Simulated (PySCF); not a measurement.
F5Te, SMILES F[Te](F)(F)(F)F, multiplicity 2. The structure is a stationary point at B3LYP-D3(BJ)/def2-SVP. The isomer is the one that the SMILES or the coordinates give; other isomers of the formula were not compared. The def2 effective core potentials stand for the cores of Te; spin–orbit coupling is left out.

Computed with B3LYP-D3(BJ)/def2-SVP run with PySCF.

Harmonic wavenumbers (cm⁻¹): 115, 180, 180, 219, 244, 261, 261, 581, 583, 606, 606, 693. Rotational constants (GHz): 2.459, 2.459, 1.764; symmetry number 4.

Question: Work out the zero-point energy and the ideal-gas rigid-rotor harmonic-oscillator thermochemistry at 298.15 K and 1 atm.

Answer: ZPE = ½ Σ hcν = ½ × 4528 cm⁻¹ = 27.08 kJ/mol. H − E(el) = 49.16 kJ/mol. Entropy in J/(mol K): translation 176.16, rotation 104.79, vibration 71.34, spin 5.76, total 358.06. G − E(el) = -57.60 kJ/mol. Cp = 107.60 J/(mol K). Modes under 150 cm⁻¹ make the vibrational entropy uncertain.
